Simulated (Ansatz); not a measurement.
`OCCCO` and `OCCC[SiH3]` differ in one atom or group.

Ansatz, PBE0-D4/def2-TZVP geometries, multiplicity 1. Each molecule was computed in one conformer, which needn't be the lowest.

| property | `OCCCO` |
| --- | --- |
| HOMO–LUMO gap (PBE0/def2-TZVPP) / eV | 8.39 |
| HOMO–LUMO gap (ωB97M-V/def2-TZVPP) / eV | 12.23 |
| LUMO energy (ωB97M-V/def2-TZVPP) / eV | 2.24 |
| HOMO energy (PBE0/def2-TZVPP) / eV | -7.56 |
| size of the dipole moment (PBE/def2-TZVPP) / D | 2.22 |
| HOMO energy (ωB97M-V/def2-TZVPP) / eV | -9.99 |

**Question.** What does the change do to each property? (Estimate.)

**Answer.** The calculation gave: 
```json
{"property": "HOMO–LUMO gap (PBE0/def2-TZVPP) / eV", "`OCCC[SiH3]`": "8.65", "shift": "0.26"}
{"property": "HOMO–LUMO gap (ωB97M-V/def2-TZVPP) / eV", "`OCCC[SiH3]`": "12.57", "shift": "0.34"}
{"property": "LUMO energy (ωB97M-V/def2-TZVPP) / eV", "`OCCC[SiH3]`": "2.20", "shift": "-0.04"}
{"property": "HOMO energy (PBE0/def2-TZVPP) / eV", "`OCCC[SiH3]`": "-7.92", "shift": "-0.36"}
{"property": "size of the dipole moment (PBE/def2-TZVPP) / D", "`OCCC[SiH3]`": "1.33", "shift": "-0.89"}
{"property": "HOMO energy (ωB97M-V/def2-TZVPP) / eV", "`OCCC[SiH3]`": "-10.36", "shift": "-0.37"}
```

With PBE0 the HOMO falls by 0.36 eV and the LUMO falls by 0.10 eV, so the gap widens by about 0.26 eV. PBE moves the HOMO by -0.34 eV and ωB97M-V by -0.37 eV. Dipoles are sizes alone; their direction can turn.
